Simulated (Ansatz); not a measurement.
C2H6O2Si, SMILES `O=COC[SiH3]`. Charge 0, multiplicity 1. The geometry is a stationary point of PBE0-D4/def2-TZVP. It is one conformer, not always the lowest.

```xyz
11

O    -2.032   -0.630   -0.820
C    -1.396   -1.379   -0.137
O    -0.087   -1.309    0.096
C     0.616   -0.224   -0.536
Si    0.713    1.296    0.592
H    -1.807   -2.245    0.400
H     1.616   -0.607   -0.749
H     0.129    0.029   -1.481
H    -0.650    1.740    0.971
H     1.481    0.956    1.817
H     1.417    2.374   -0.151
```

Q: What is the dipole moment at ωB97M-V/def2-TZVPP? (Estimate.)

A: The calculation gave: 1.79 D, with components (1.65, -0.54, 0.44) D in this frame, pointing from negative to positive charge.

Q: And with PBE, r2SCAN, B3LYP? (Best estimate.)

A: Computed: PBE 1.77 D, r2SCAN 1.82 D, B3LYP 1.81 D.

Q: Give the Mulliken charges with ωB97M-V, r2SCAN, B3LYP in def2-TZVPP. (Best estimate.)

A: Ansatz gave: 
| atom | ωB97M-V | r2SCAN | B3LYP |
| --- | --- | --- | --- |
| O1 | -0.32 | -0.33 | -0.30 |
| C2 | 0.24 | 0.29 | 0.22 |
| O3 | -0.25 | -0.25 | -0.25 |
| C4 | -0.19 | -0.06 | -0.10 |
| Si5 | 0.18 | 0.28 | 0.27 |
| H6 | 0.11 | 0.07 | 0.10 |
| H7 | 0.14 | 0.08 | 0.12 |
| H8 | 0.14 | 0.10 | 0.11 |
| H9 | -0.01 | -0.05 | -0.04 |
| H10 | -0.02 | -0.06 | -0.06 |
| H11 | -0.02 | -0.07 | -0.06 |

B3LYP here is the variant with VWN-RPA as its local correlation; programs differ in this.
